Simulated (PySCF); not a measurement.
Geometries of 3 isomers of C4H8BN, from PySCF, PBE0-D3(BJ)/def2-SVP geometry optimisation, gas phase. One conformer each, no zero-point energy, no frequencies.

Question: Which isomer lies lowest at this level?
A.
```xyz
14
angstrom
B      3.075   -0.139    0.448
N      1.607   -0.326    0.052
C      0.505   -0.468   -0.247
C     -0.896   -0.645   -0.602
C     -1.823    0.118    0.307
C     -2.673    1.049   -0.120
H      3.313   -1.010    1.274
H      3.718   -0.278   -0.584
H      3.156    0.992    0.908
H     -1.109   -1.729   -0.560
H     -1.027   -0.334   -1.651
H     -1.774   -0.142    1.370
H     -2.738    1.334   -1.175
H     -3.339    1.563    0.576
```
B.
```xyz
14
angstrom
C      3.039   -0.350    0.155
C      1.609   -0.106    0.221
C      0.408    0.101    0.276
B     -1.115    0.322    0.347
C     -2.096   -0.911    0.464
N     -1.602    1.634    0.310
H      3.287   -1.023   -0.681
H      3.604    0.585    0.016
H      3.400   -0.827    1.081
H     -3.161   -0.633    0.482
H     -1.873   -1.483    1.380
H     -1.934   -1.609   -0.375
H     -0.998    2.441    0.239
H     -2.588    1.853    0.351
```
C.
```xyz
14
angstrom
C     -3.579   -0.724    0.228
C     -2.485   -0.203    0.264
C     -1.154    0.392    0.296
C     -0.014   -0.621    0.127
B      1.425    0.022    0.204
N      2.463   -0.389   -0.627
H     -4.553   -1.174    0.201
H     -1.029    0.936    1.249
H     -1.097    1.165   -0.491
H     -0.163   -1.199   -0.801
H     -0.082   -1.358    0.949
H      1.672    0.891    1.018
H      2.355   -1.101   -1.340
H      3.399   -0.013   -0.569
```

Answer: B. That is `CB(N)C#CC`, 25.6 kcal/mol below the next.

```csv
SMILES,atoms numbered as above,E (Eh),relative (kcal/mol),relative (kJ/mol),dipole (D)
CC#CB(C)N,[CH3:1][C:2]#[C:3][B:4]([CH3:5])[NH2:6],-236.40053,0.0,0.0,1.27
C#CCCBN,[CH:1]#[C:2][CH2:3][CH2:4][BH:5][NH2:6],-236.35979,25.6,106.9,2.55
[BH3-][N+]#CCC=C,[BH3-:1][N+:2]#[C:3][CH2:4][CH:5]=[CH2:6],-236.32388,48.1,201.2,7.45
```

As drawn, the lowest has an N–H bond, which the highest lacks.
